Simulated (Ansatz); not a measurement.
Au2O2⁻ (the lowest doublet isomer of a short search), 4 atoms. Hardware: 4 threads of Intel Xeon on a shared host.

In the def2 sets Au takes a core potential; there is no spin–orbit coupling. Correlated methods freeze 2 core orbitals; core or outer-core shells of Au are correlated, in sets that lack core-valence functions.

Task: How many basis functions does each of these Ansatz runs have, and roughly what does it cost? PBE0-D4/def2-SVPD, charge -1 doublet, energy, from earlier orbitals; RPA@PBE/def2-TZVPD, charge -1 quartet, energy, from earlier orbitals; PBE0-D4/def2-SVP, charge -1 doublet, energy with a search over starts; RPA@PBE/def2-TZVPD, charge -1 doublet, energy, from earlier orbitals; PBE with 10 % exact exchange/def2-TZVPD, charge -1 doublet, energy, from earlier orbitals; PBE-D4/def2-TZVPD, charge -1 doublet, frequencies; MP2/def2-TZVPD, charge -1 doublet, energy, from earlier orbitals; PBE0-D4/def2-TZVPD, charge 0 singlet at the geometry of the charge -1 doublet, energy, from earlier orbitals; PBE0-D4/def2-SVP, charge 0 singlet at the geometry of the charge -1 doublet, energy with a search over starts; PBE with 5 % exact exchange/def2-TZVPD, charge -1 doublet, energy, from earlier orbitals; HSE06-D4/def2-TZVPD, charge -1 quartet, energy, from earlier orbitals; PBE-D4/def2-TZVPD, charge 0 triplet at the geometry of the charge -1 doublet, energy, from earlier orbitals.

Result: Other jobs shared the machine, so times can vary by a factor of up to 3. A dash marks memory too small to be measured apart from the calling script's.

```csv
run,functions,fitting or Cholesky vectors,wall time,peak host memory (GiB)
"PBE-D4/def2-TZVPD, charge 0 triplet at the geometry of the charge -1 doublet, energy, from earlier orbitals",166,1104,4.5 s,–
"PBE0-D4/def2-SVPD, charge -1 doublet, energy, from earlier orbitals",116,1118,7 s,–
"PBE0-D4/def2-SVP, charge 0 singlet at the geometry of the charge -1 doublet, energy with a search over starts",92,912,7 s,–
"PBE with 5 % exact exchange/def2-TZVPD, charge -1 doublet, energy, from earlier orbitals",166,1104,7.5 s,–
"HSE06-D4/def2-TZVPD, charge -1 quartet, energy, from earlier orbitals",166,1190,8 s,–
"PBE with 10 % exact exchange/def2-TZVPD, charge -1 doublet, energy, from earlier orbitals",166,1104,8.5 s,–
"MP2/def2-TZVPD, charge -1 doublet, energy, from earlier orbitals",166,1253,9 s,–
"RPA@PBE/def2-TZVPD, charge -1 quartet, energy, from earlier orbitals",166,1257,9 s,–
"PBE0-D4/def2-TZVPD, charge 0 singlet at the geometry of the charge -1 doublet, energy, from earlier orbitals",166,1190,9.5 s,–
"PBE0-D4/def2-SVP, charge -1 doublet, energy with a search over starts",92,912,10 s,–
"RPA@PBE/def2-TZVPD, charge -1 doublet, energy, from earlier orbitals",166,1253,11 s,–
"PBE-D4/def2-TZVPD, charge -1 doublet, frequencies",166,1104,81 s,–
```
